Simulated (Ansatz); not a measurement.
Reaction (formal loss of a carbene): `C[SiH2]SSC` → `CSS[SiH3]` + `[CH2]` (triplet)

Program: Ansatz. Geometries: PBE0-D4/def2-TZVP. ΔE: electronic, gas phase. CCSD(T)/CBS is the MP2 limit (def2-TZVPP, def2-QZVPP) plus CCSD(T) − MP2 in def2-TZVPP, frozen cores. This one scheme is used for every species. Functionals use def2-TZVPP. B3LYP here is the variant with VWN-RPA as its local correlation; programs differ in this. HSE06 is defined as in plane-wave codes. Triplets are unrestricted, without spin–orbit coupling. One conformer a species, not always the lowest.

```json
{"level": "revPBE-D4", "ΔE (kcal/mol)": "114.0", "difference from CCSD(T)/CBS": "-1.8"}
{"level": "r2SCAN-D4", "ΔE (kcal/mol)": "110.9", "difference from CCSD(T)/CBS": "-4.9"}
{"level": "B97M-V", "ΔE (kcal/mol)": "116.4", "difference from CCSD(T)/CBS": "0.6"}
{"level": "B3LYP-D4", "ΔE (kcal/mol)": "113.9", "difference from CCSD(T)/CBS": "-1.9"}
{"level": "r2SCANh-D4", "ΔE (kcal/mol)": "110.5", "difference from CCSD(T)/CBS": "-5.3"}
{"level": "HSE06-D4", "ΔE (kcal/mol)": "115.5", "difference from CCSD(T)/CBS": "-0.3"}
{"level": "ωB97M-V", "ΔE (kcal/mol)": "116.7", "difference from CCSD(T)/CBS": "0.9"}
{"level": "PBE0", "ΔE (kcal/mol)": "113.8", "difference from CCSD(T)/CBS": "-2.0"}
{"level": "B3LYP", "ΔE (kcal/mol)": "111.0", "difference from CCSD(T)/CBS": "-4.8"}
{"level": "r2SCANh", "ΔE (kcal/mol)": "110.0", "difference from CCSD(T)/CBS": "-5.8"}
{"level": "BHLYP", "ΔE (kcal/mol)": "108.9", "difference from CCSD(T)/CBS": "-6.9"}
{"level": "MP2/def2-SVP", "ΔE (kcal/mol)": "112.0", "difference from CCSD(T)/CBS": "-3.8"}
{"level": "HF/def2-TZVPP", "ΔE (kcal/mol)": "79.1", "difference from CCSD(T)/CBS": "-36.7"}
{"level": "MP2/def2-QZVPP", "ΔE (kcal/mol)": "118.2", "difference from CCSD(T)/CBS": "2.4"}
{"level": "MP2/CBS(def2)", "ΔE (kcal/mol)": "119.6", "difference from CCSD(T)/CBS": "3.8"}
{"level": "CCSD/CBS(def2)", "ΔE (kcal/mol)": "113.0", "difference from CCSD(T)/CBS": "-2.8"}
{"level": "CCSD(T)/CBS", "ΔE (kcal/mol)": "115.8", "difference from CCSD(T)/CBS": "0"}
```

Largest T1 diagnostic among the species: 0.012.

From PBE to PBE0 (25 % exact exchange), in def2-TZVPP and without D4, ΔE moves by −1.7 kcal/mol. At CCSD(T), def2-SVP lies −6.9 kcal/mol from the extrapolated value and def2-TZVPP −3.1 kcal/mol.
